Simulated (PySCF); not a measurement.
PySCF input file for BH4N, SMILES NB, B3LYP-D3(BJ)/def2-TZVP. 

```python
import numpy as np
from pyscf import gto, scf, dft
from pyscf.geomopt import geometric_solver

mol = gto.M(
    atom='''
    B    -0.00000000    0.00000000   -0.77402496
    N    -0.00000000    0.00000000    0.60342247
    H     0.00000000   -1.02517499   -1.34066607
    H     0.00000000    1.02517499   -1.34066606
    H     0.00000000    0.83609803    1.16374982
    H     0.00000000   -0.83609804    1.16374982
    ''',
    basis='def2-TZVP',
    charge=0,
    spin=0,
    max_memory=1600,
    verbose=3,
)
mf = dft.RKS(mol, xc='b3lyp').density_fit(auxbasis='def2-universal-jkfit')
mf.disp = 'd3bj'
mf.grids.level = 3
mf.conv_tol = 1e-9
mf.max_cycle = 100
mf.kernel()
grad = mf.nuc_grad_method()
grad.grid_response = mol.nao <= 150
conv, mol_eq = geometric_solver.kernel(grad, convergence_set='GAU_TIGHT', maxsteps=100)
print(mol_eq.tostring(format='xyz'))
mf.reset(mol_eq)
mf.kernel()
```

Program output:

```
converged SCF energy = -82.0847253671421
[banner and settings of the optimiser left out]
Geometry optimization cycle 1
Cartesian coordinates (Angstrom)
 Atom        New coordinates             dX        dY        dZ
   B   0.000000   0.000000  -0.774025    0.000000  0.000000  0.000000
   N   0.000000   0.000000   0.603422    0.000000  0.000000  0.000000
   H   0.000000  -1.025175  -1.340666    0.000000  0.000000  0.000000
   H   0.000000   1.025175  -1.340666    0.000000  0.000000  0.000000
   H   0.000000   0.836098   1.163750    0.000000 -0.000000  0.000000
   H   0.000000  -0.836098   1.163750    0.000000  0.000000  0.000000

WARN: Mole.unit (angstrom) is changed to Bohr

converged SCF energy = -82.0847253671367
--------------- DFRKS_Scanner gradients ---------------
         x                y                z
0 B    -0.0000000000     0.0000000015    -0.0014666802
1 N     0.0000000000     0.0000000067    -0.0105677642
2 H     0.0000000000     0.0090699514     0.0053030605
3 H    -0.0000000000    -0.0090699535     0.0053030620
4 H    -0.0000000000    -0.0012949271     0.0007141591
5 H     0.0000000000     0.0012949210     0.0007141629
----------------------------------------------
cycle 1: E = -82.0847253671  dE = -82.0847  norm(grad) = 0.0184113
Step    0 : Gradient = 7.516e-03/1.057e-02 (rms/max) Energy = -82.0847253671
Hessian Eigenvalues: 2.30000e-02 2.80318e-02 2.83273e-02 ... 4.65649e-01 4.65649e-01 4.95719e-01

Geometry optimization cycle 2
Cartesian coordinates (Angstrom)
 Atom        New coordinates             dX        dY        dZ
   B   0.000000  -0.000797  -0.772914    0.000000 -0.000797  0.001111
   N  -0.000000  -0.002789   0.614288   -0.000000 -0.002789  0.010866
   H  -0.000000  -1.041204  -1.354711   -0.000000 -0.016029 -0.014045
   H   0.000000   1.043302  -1.348059    0.000000  0.018127 -0.007393
   H   0.000000   0.841820   1.163119    0.000000  0.005722 -0.000631
   H  -0.000000  -0.840332   1.173842   -0.000000 -0.004234  0.010092
converged SCF energy = -82.0852473946901
--------------- DFRKS_Scanner gradients ---------------
         x                y                z
0 B     0.0000000000     0.0004879888    -0.0000708173
1 N    -0.0000000000    -0.0007676396    -0.0009538268
2 H    -0.0000000000     0.0003174935     0.0001583570
3 H     0.0000000000    -0.0002993935     0.0002040711
4 H    -0.0000000000     0.0002946351    -0.0000388347
5 H    -0.0000000000    -0.0000330844     0.0007010506
----------------------------------------------
cycle 2: E = -82.0852473947  dE = -0.000522028  norm(grad) = 0.00160632
Step    1 : Displace = 1.365e-02/2.131e-02 (rms/max) Trust = 1.000e-01 (=) Grad = 6.558e-04/1.224e-03 (rms/max) E (change) = -82.0852473947 (-5.220e-04) Quality = 1.011
Hessian Eigenvalues: 2.30000e-02 2.80318e-02 2.83273e-02 ... 4.65627e-01 4.66417e-01 4.93873e-01

Geometry optimization cycle 3
Cartesian coordinates (Angstrom)
 Atom        New coordinates             dX        dY        dZ
   B   0.000000  -0.000396  -0.773246   -0.000000  0.000401 -0.000332
   N   0.000000   0.000914   0.614424    0.000000  0.003703  0.000135
   H  -0.000000  -1.043620  -1.352101    0.000000 -0.002416  0.002609
   H   0.000000   1.042818  -1.352148   -0.000000 -0.000485 -0.004088
   H   0.000000   0.840342   1.170689    0.000000 -0.001477  0.007570
   H  -0.000000  -0.840058   1.167948    0.000000  0.000274 -0.005894
converged SCF energy = -82.0852517865239
--------------- DFRKS_Scanner gradients ---------------
         x                y                z
0 B    -0.0000000000    -0.0003653380    -0.0000686144
1 N    -0.0000000000     0.0002403644    -0.0004695962
2 H    -0.0000000000    -0.0001036216    -0.0001252123
3 H     0.0000000000     0.0001410292     0.0000225518
4 H     0.0000000000    -0.0001985378     0.0005152896
5 H    -0.0000000000     0.0002861039     0.0001255814
----------------------------------------------
cycle 3: E = -82.0852517865  dE = -4.39183e-06  norm(grad) = 0.000930514
Step    2 : Displace = 4.794e-03/7.727e-03 (rms/max) Trust = 1.414e-01 (+) Grad = 3.799e-04/5.522e-04 (rms/max) E (change) = -82.0852517865 (-4.392e-06) Quality = 0.537
Hessian Eigenvalues: 2.30000e-02 2.80318e-02 2.83273e-02 ... 4.62899e-01 4.75834e-01 4.98834e-01

Geometry optimization cycle 4
Cartesian coordinates (Angstrom)
 Atom        New coordinates             dX        dY        dZ
   B   0.000000   0.000373  -0.772762    0.000000  0.000769  0.000484
   N   0.000000  -0.000106   0.614813    0.000000 -0.001020  0.000389
   H  -0.000000  -1.043242  -1.350637    0.000000  0.000378  0.001464
   H   0.000000   1.043369  -1.351893   -0.000000  0.000551  0.000254
   H   0.000000   0.841060   1.168193   -0.000000  0.000718 -0.002496
   H   0.000000  -0.841453   1.167853    0.000000 -0.001395 -0.000095
converged SCF energy = -82.085254192439
--------------- DFRKS_Scanner gradients ---------------
         x                y                z
0 B     0.0000000000     0.0001135214    -0.0000110873
1 N     0.0000000000    -0.0001418500    -0.0000812990
2 H    -0.0000000000    -0.0000952332     0.0000753478
3 H     0.0000000000     0.0000975444    -0.0000460414
4 H    -0.0000000000    -0.0000235920     0.0000189365
5 H     0.0000000000     0.0000496093     0.0000441434
----------------------------------------------
cycle 4: E = -82.0852541924  dE = -2.40592e-06  norm(grad) = 0.000267296
Step    3 : Displace = 1.493e-03/2.595e-03 (rms/max) Trust = 1.414e-01 (=) Grad = 1.091e-04/1.635e-04 (rms/max) E (change) = -82.0852541924 (-2.406e-06) Quality = 0.936
Hessian Eigenvalues: 2.30000e-02 2.80318e-02 2.83273e-02 ... 4.62987e-01 4.75305e-01 5.03200e-01

Geometry optimization cycle 5
Cartesian coordinates (Angstrom)
 Atom        New coordinates             dX        dY        dZ
   B   0.000000  -0.000400  -0.772418    0.000000 -0.000773  0.000344
   N   0.000000  -0.000149   0.615152    0.000000 -0.000043  0.000340
   H   0.000000  -1.042711  -1.352384    0.000000  0.000531 -0.001746
   H   0.000000   1.042776  -1.350747   -0.000000 -0.000592  0.001147
   H   0.000000   0.841769   1.167381    0.000000  0.000709 -0.000812
   H  -0.000000  -0.841284   1.168580   -0.000000  0.000169  0.000727
converged SCF energy = -82.0852542775198
--------------- DFRKS_Scanner gradients ---------------
         x                y                z
0 B     0.0000000000    -0.0000658960     0.0000374776
1 N    -0.0000000000     0.0000377776     0.0000312952
2 H     0.0000000000     0.0000275714    -0.0000665676
3 H    -0.0000000000    -0.0000192283     0.0000378117
4 H     0.0000000000     0.0000423766    -0.0000336032
5 H    -0.0000000000    -0.0000226013    -0.0000064135
----------------------------------------------
cycle 5: E = -82.0852542775  dE = -8.50808e-08  norm(grad) = 0.000136459
Step    4 : Displace = 1.122e-03/1.820e-03 (rms/max) Trust = 2.000e-01 (+) Grad = 5.571e-05/7.581e-05 (rms/max) E (change) = -82.0852542775 (-8.508e-08) Quality = 0.227
Hessian Eigenvalues: 2.30000e-02 2.80318e-02 2.83273e-02 ... 4.64356e-01 4.75157e-01 5.02344e-01

Geometry optimization cycle 6
Cartesian coordinates (Angstrom)
 Atom        New coordinates             dX        dY        dZ
   B   0.000000  -0.000021  -0.772563    0.000000  0.000380 -0.000145
   N   0.000000  -0.000008   0.615024    0.000000  0.000141 -0.000129
   H   0.000000  -1.042909  -1.351503    0.000000 -0.000198  0.000880
   H   0.000000   1.042911  -1.351432    0.000000  0.000135 -0.000686
   H   0.000000   0.841418   1.167986    0.000000 -0.000351  0.000605
   H   0.000000  -0.841392   1.168053    0.000000 -0.000107 -0.000527
converged SCF energy = -82.0852544222651
--------------- DFRKS_Scanner gradients ---------------
         x                y                z
0 B     0.0000000000    -0.0000044081    -0.0000045075
1 N     0.0000000000     0.0000016314    -0.0000042853
2 H    -0.0000000000    -0.0000033747     0.0000008918
3 H     0.0000000000     0.0000058058     0.0000042655
4 H     0.0000000000    -0.0000003442     0.0000006464
5 H    -0.0000000000     0.0000006898     0.0000029892
----------------------------------------------
cycle 6: E = -82.0852544223  dE = -1.44745e-07  norm(grad) = 1.16106e-05
Step    5 : Displace = 6.166e-04/8.995e-04 (rms/max) Trust = 5.609e-04 (-) Grad = 4.740e-06/7.204e-06 (rms/max) E (change) = -82.0852544223 (-1.447e-07) Quality = 1.014
Hessian Eigenvalues: 2.30000e-02 2.80318e-02 2.83273e-02 ... 4.64268e-01 4.75206e-01 5.02416e-01

Geometry optimization cycle 7
Cartesian coordinates (Angstrom)
 Atom        New coordinates             dX        dY        dZ
   B   0.000000  -0.000007  -0.772554   -0.000000  0.000014  0.000009
   N   0.000000  -0.000000   0.615034   -0.000000  0.000008  0.000010
   H   0.000000  -1.042895  -1.351484    0.000000  0.000014  0.000019
   H   0.000000   1.042891  -1.351473   -0.000000 -0.000020 -0.000041
   H   0.000000   0.841415   1.168013   -0.000000 -0.000003  0.000027
   H   0.000000  -0.841405   1.168029    0.000000 -0.000013 -0.000024
converged SCF energy = -82.0852544227869
--------------- DFRKS_Scanner gradients ---------------
         x                y                z
0 B    -0.0000000000    -0.0000024077    -0.0000079113
1 N     0.0000000000     0.0000001623     0.0000024312
2 H    -0.0000000000    -0.0000000856     0.0000016255
3 H     0.0000000000     0.0000017376     0.0000019595
4 H     0.0000000000     0.0000015053     0.0000009799
5 H    -0.0000000000    -0.0000009119     0.0000009152
----------------------------------------------
cycle 7: E = -82.0852544228  dE = -5.21808e-10  norm(grad) = 9.41944e-06
Step    6 : Displace = 2.761e-05/4.519e-05 (rms/max) Trust = 7.932e-04 (+) Grad = 3.845e-06/8.270e-06 (rms/max) E (change) = -82.0852544228 (-5.218e-10) Quality = 1.064
Hessian Eigenvalues: 2.30000e-02 2.80318e-02 2.83273e-02 ... 4.64268e-01 4.75206e-01 5.02416e-01
Converged! =D

6
XYZ from PySCF
B           0.00000000       -0.00000667       -0.77255376
N           0.00000000       -0.00000012        0.61503395
H           0.00000000       -1.04289464       -1.35148436
H           0.00000000        1.04289113       -1.35147294
H           0.00000000        0.84141489        1.16801320
H           0.00000000       -0.84140459        1.16802894
converged SCF energy = -82.0852544228491
```

Self-consistency was reached.

Cost: very roughly 19 core-seconds.
